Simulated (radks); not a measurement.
The numbers below are computed, except where a source is named.
Removal energies from the germanium ion Ge12+, [Ar] 3d2, by Delta-SCF beside the eigenvalue of the level emptied. Level of theory: scalar-relativistic Kohn-Sham, r2SCAN, spin-polarised, spherical densities, finite nucleus; meta-GGA in the generalised Kohn-Sham scheme; Fermi nuclear charge, rms radius of each element as measured or else 0.836 A^(1/3) + 0.57 fm (a radial shooting solver on a logarithmic mesh with Libxc functionals). Open shells are filled with parallel spins first.

| removed from | final configuration | Delta-SCF (eV) | -eigenvalue (eV) |
|---|---|---|---|
| 3d | [Ar] 3d1 | 366.37 | 346.74 |
| 3p | [Ne] 3s2 3p5 3d2 | 446.96 | 429.07 |
| 3s | [Ne] 3s1 3p6 3d2 | 503.53 | 485.72 |
| 2p | [He] 2s2 2p5 3s2 3p6 3d2 | 1620.9 | 1572.5 |
